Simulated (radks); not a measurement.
The numbers below are computed, except where a source is named.
Spin polarisation of the 4s1 shell in Cu. Start: [Ar] 3d10 4s(up 0.5, down 0.5); electrons of 4s are moved from spin down to spin up, other shells keep equal spins. Code: a radial shooting solver on a logarithmic mesh with Libxc functionals. Model: scalar-relativistic Kohn-Sham, r2SCAN, spin-polarised, spherical densities, finite nucleus; meta-GGA in the generalised Kohn-Sham scheme; Fermi nuclear charge, rms radius of each element as measured or else 0.836 A^(1/3) + 0.57 fm.

moment (Bohr magnetons)	E - E(0) (eV)	e(4s up) (eV)	e(4s down) (eV)	3d down minus up (eV)	3p down minus up (eV)	3s down minus up (eV)
0	0.000	-4.523	-4.523	0.000	0.000	0.000
0.25	-0.027	-4.719	-4.275	0.037	-0.020	-0.024
0.5	-0.111	-4.923	-4.025	0.074	-0.039	-0.046
0.75	-0.251	-5.124	-3.783	0.110	-0.058	-0.070
1	-0.446	-5.302	-3.516	0.146	-0.081	-0.097

At moment 1 the spin-polarisation energy is -0.446 eV and the 4s exchange splitting 1.786 eV, that is 1.786 eV per Bohr magneton; E = -I m^2/4 would give I = 1.785 eV.
